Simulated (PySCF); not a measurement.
H2SSi, SMILES [SiH]S (connectivity only; charge and spin as stated), neutral, multiplicity 1. Heavy atoms are numbered as in [SiH:1][SH:3]. Hydrogens are named by the atom that carries them.

Geometry: PBE-D3(BJ)/def2-TZVP.

All values below come from PySCF with PBE/def2-TZVPD.

Mulliken values depend strongly on the basis, most of all with diffuse functions as here. ESP charges are fitted to the potential on shells at 1.4 to 2.0 van der Waals radii. Atomic charges (e), one atom of each kind:

| atom | meta-Löwdin | ESP fit | Mulliken |
|---|---|---|---|
| Si1 (SiH) | 0.14 | -0.02 | 0.08 |
| H on Si1 | -0.08 | 0.02 | -0.01 |
| S3 (SH) | -0.16 | -0.17 | -0.28 |
| H on S3 | 0.11 | 0.16 | 0.20 |
